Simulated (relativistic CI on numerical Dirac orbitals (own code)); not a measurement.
Fe2+ in a cubic cluster: 1s photoemission with charge transfer

Computed with a charge-transfer multiplet model of a cubic metal-ligand cluster with up to 2 ligand holes, Slater and spin-orbit integrals from Dirac-Coulomb-Breit ions, Slater integrals scaled by 0.9. The ground state mixes d6 with configurations of k ligand holes L, whose averages lie at kΔ + k(k − 1)U_dd/2; a core hole lowers each added d electron by U_cd. 20 K, Lorentzian 1.1 eV and Gaussian 0.6 eV FWHM.

Atomic integrals in eV (Slater integrals scaled, ζ unscaled), ground: F2dd 9.813, F4dd 6.093, zeta_d 0.049; with the core hole: F2dd 11.412, F4dd 7.130, zeta_d 0.073, G2cd 0.061.

Cluster parameters (eV): Δ = 5.6, U_cd = 6.6, 10Dq = 1.35, 10Dq(ligand) = 0.1, V(eg) = 3.05, V(t2g) = -1.34, final-state hopping factor = 1.

| Case | n_d | d6 | d7L | d8L2 | S |
| --- | --- | --- | --- | --- | --- |
| U_dd = 3.4 eV | 6.44 | 0.61 | 0.35 | 0.05 | 0.02 |
| U_dd = 4.8 eV | 6.42 | 0.62 | 0.34 | 0.04 | 0.02 |
| U_dd = 5.5 eV | 6.42 | 0.62 | 0.34 | 0.04 | 0.02 |
| U_dd = 6.2 eV | 6.41 | 0.63 | 0.34 | 0.04 | 0.03 |
| U_dd = 7.6 eV | 6.40 | 0.63 | 0.34 | 0.03 | 0.03 |

Weights, n_d and S are thermal averages at 20 K. Binding energies count from the first peak over 30 % of the highest in each spectrum, which can be another peak from case to case. The parameters are a model scan and need not match a compound or its usual spin state. Peaks in eV (height, largest 100):
- U_dd = 3.4 eV: 0.0 (100), 9.8 (16)
- U_dd = 4.8 eV: 0.0 (100), 10.2 (16)
- U_dd = 5.5 eV: 0.0 (100), 10.4 (16)
- U_dd = 6.2 eV: 0.0 (100), 10.5 (15)
- U_dd = 7.6 eV: 0.0 (100), 10.8 (14)

For the case U_dd = 5.5 eV, Δ = 5.6 eV is larger than U_dd = 5.5 eV, the Mott-Hubbard side of the Zaanen-Sawatzky-Allen scheme. With the core hole the average of the configuration with one ligand hole lies at Δ − U_cd = -1.0 eV before mixing: the effective hopping of about 5.7 eV (from the holes of the mixed ground state) is comparable with this gap or larger, so the configurations mix strongly.
